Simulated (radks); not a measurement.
Question: These are the eigenvalues of the occupied orbitals of an atom or ion with whole-number occupations (eV). Method: Dirac Kohn-Sham, LDA (Slater exchange, Perdew-Wang correlation), spin-unpolarised, spherical densities, finite nucleus; Fermi nuclear charge, rms radius of each element as measured or else 0.836 A^(1/3) + 0.57 fm; computed with a radial shooting solver on a logarithmic mesh with Libxc functionals.

orbital  eigenvalue
1s1/2     -178.6642
2s1/2       -9.3825
2p1/2       -3.7164

Which element is it, and in what charge state? The configuration may be excited. Open shells, if any, fill j = l - 1/2 first.

Answer: Z = 5, boron, charge 0: B in [He] 2s2 2p1. The list shows which subshells hold electrons but not how many an open one holds; the 1s level, -6.5658 hartree, gives Z - s = 3.6 by -(Z - s)^2/2, which with screening and relativity narrows Z to a few neighbours, and the depths of the outer levels then fix element, charge and occupations together.
